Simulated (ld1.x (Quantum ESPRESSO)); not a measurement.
# Scattering properties, TM potential for Nd (Z = 60)

```json
{
 "Element": "neodymium (Nd)",
 "Generator": "ld1.x (Quantum ESPRESSO) 7.5",
 "Type": "norm-conserving Troullier–Martins (Kleinman–Bylander form)",
 "Functional": "PBE",
 "Relativity": "scalar-relativistic",
 "Frozen core": "[Kr] 4d10",
 "Valence charge": "14",
 "Reference configuration": "4f3.5 5s2 5p6 5d0.5 6s2 6p0",
 "Partial waves": "5s (bound): rc 1.35 bohr; 5p (bound): rc 2.30 bohr; 5d (bound): rc 3.30 bohr; 4f (bound): rc 1.70 bohr",
 "Local potential": "all-electron potential smoothed inside 1.85 bohr (lloc = -1)",
 "Core correction": "none"
}
```

Occupied shells without a wave of their own: 6s. They enter only through the test configuration that unscreens the potential.

The phase is arctan(r·u′/u) with u = r·R(r), unwrapped; energies in Ry, scanned from -5 to 5 Ry. A pole is an energy at which the radial function vanishes at the test radius. The pseudo phase is shifted by a multiple of π to meet the all-electron one at the reference energy, and phase errors are pseudo minus all-electron; the curves can meet again beyond the range given. Levels narrower than the energy grid can be missing from the lists of poles.

```tsv
channel	radius (bohr)	reference energy (Ry)	poles, all-electron	poles, pseudo	unbroken range about the reference energy with phases within 0.05 rad	phase error 1 Ry above the reference energy (rad)
s	3.62	-3.09	-3.08, 1.13	-3.08, 1.01, 3.28	below -0.4	-0.000
p	3.62	-1.72	-1.67, 2.01	-1.67, 1.82	below 0.1	-0.002
d	3.62	-0.18	0.20, 3.65	0.20, 3.56	below 1.7	-0.001
f	3.62	-0.31	-0.29, 2.23	-0.29, 2.32	below 0.9	+0.017
```

Phases in the d channel:

| E (Ry) | all-electron | pseudo |
| --- | --- | --- |
| -5.00 | 1.446 | 1.446 |
| -4.74 | 1.442 | 1.442 |
| -4.48 | 1.438 | 1.438 |
| -4.22 | 1.434 | 1.434 |
| -3.96 | 1.429 | 1.429 |
| -3.70 | 1.424 | 1.424 |
| -3.44 | 1.419 | 1.419 |
| -3.18 | 1.412 | 1.412 |
| -2.92 | 1.405 | 1.405 |
| -2.66 | 1.396 | 1.396 |
| -2.40 | 1.386 | 1.386 |
| -2.14 | 1.374 | 1.374 |
| -1.88 | 1.359 | 1.359 |
| -1.62 | 1.339 | 1.339 |
| -1.36 | 1.313 | 1.313 |
| -1.10 | 1.273 | 1.273 |
| -0.84 | 1.206 | 1.206 |
| -0.58 | 1.051 | 1.051 |
| -0.32 | 0.331 | 0.331 |
| -0.06 | -1.262 | -1.262 |
| 0.20 | -1.572 | -1.572 |
| 0.46 | -1.694 | -1.694 |
| 0.72 | -1.788 | -1.789 |
| 0.98 | -1.900 | -1.903 |
| 1.24 | -2.093 | -2.100 |
| 1.50 | -2.568 | -2.596 |
| 1.76 | -3.603 | -3.649 |
| 2.02 | -4.206 | -4.227 |
| 2.28 | -4.427 | -4.440 |
| 2.54 | -4.535 | -4.544 |
| 2.80 | -4.599 | -4.607 |
| 3.06 | -4.644 | -4.651 |
| 3.32 | -4.678 | -4.686 |
| 3.58 | -4.706 | -4.715 |
| 3.84 | -4.731 | -4.742 |
| 4.10 | -4.755 | -4.769 |
| 4.36 | -4.779 | -4.798 |
| 4.62 | -4.807 | -4.834 |
| 4.88 | -4.840 | -4.883 |
